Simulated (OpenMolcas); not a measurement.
V3+ (d2) among equal point charges was computed by CASSCF with the d shell active (OpenMolcas, ANO-RCC-VDZP on the metal). Its lowest spin-free states, and all those of the highest spin:

| 2S+1 | Degeneracy | E (cm-1) |
| --- | --- | --- |
| 3 | 1 | 0.0 |
| 3 | 2 | 195.3 |
| 3 | 1 | 2047 |
| 3 | 2 | 2254 |
| 3 | 1 | 4687 |
| 1 | 1 | 14240 |
| 1 | 2 | 14562 |
| 1 | 1 | 15086 |
| 1 | 1 | 15497 |
| 3 | 2 | 17841 |
| 3 | 1 | 18709 |
| 1 | 1 | 21841 |

Question: Is the site octahedral, tetrahedral or cube-like, axial, or of lower symmetry?

Answer: The states with 2S+1 = 3 have orbital degeneracies 1, 2, 1, 2, 1, 2, 1. There are pairs but no triples, so the site is axial: not cubic, but with a proper or improper axis of order three or more. The run had V3+ among 6 point charges of -1 e arranged as a tetragonal octahedron (D4h), 2.03 Å from the ion, with the axial distance 2.111 Å.

Without dynamic correlation the repulsion within the d shell is too large (B by tens of per cent), so at a given field states of lower spin stand too high. The ground term spreads over less than 5000 cm-1, several times less than with real ligands, so orbital moments are less quenched and χT lies further from the spin-only value than at real sites. Point charges carry no covalency, so the field is a model and not that of real ligands. No measured value stands beside these numbers.
